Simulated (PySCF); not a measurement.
# Spinor energies of Si (silicon, neutral)

Start: [Ne] 3s1 3p2 4s1; 3s1/2 filled at m_j = +1/2; 3p3/2 filled at m_j = +1/2, +3/2; 4s1/2 filled at m_j = +1/2. Calculated with PySCF 2.14 in x2c-TZVPall-2c with one added diffuse shell each of s, p type (6s7p2d1f, 44 functions): generalised Hartree-Fock with the X2C-1e Hamiltonian and a Gaussian nucleus; one run each with spin-orbit coupling (SO) switched off, then screened by Boettger's factors. This is a chosen level, not necessarily the ground level.

```
spinor shell  electrons  ε, spin-free (eV)  ε, screened SO (eV)  weight of nominal j (screened SO)  rms radius, screened SO (bohr)
       1s1/2          2            -1882.5              -1882.5                              1.000                           0.129
       2s1/2          2            -173.59              -173.60                              1.000                           0.613
       2p1/2          2            -121.32              -121.96                              0.761                           0.598
       2p3/2          4            -121.32              -121.01                              0.880                           0.598
       3s1/2          1            -22.384              -22.387                              0.999                            2.19
       3p3/2          2            -12.636              -12.630                              0.831                            2.64
       4s1/2          1             -2.971               -2.972                              1.000                            6.10
```

```
   quantity   spin-free  screened SO
E (hartree)  -289.13555   -289.13531
        M_J           3            3
       ⟨J²⟩      12.005       12.005
       ⟨L²⟩       2.005        2.005
       ⟨S²⟩       6.000        6.000
```

Each row is a mean over spinors that exchange with the open shell spreads, by up to 1.426 eV (2p3/2).

Rows whose weight is well below 1 are mixtures of j = l ± 1/2: exchange outweighs spin-orbit coupling there, and the label is only the starting occupation.

Without spin-orbit coupling the j labels of p, d and f shells carry no meaning; the spin-free column gives the mean over the occupied spinors of each nl shell.
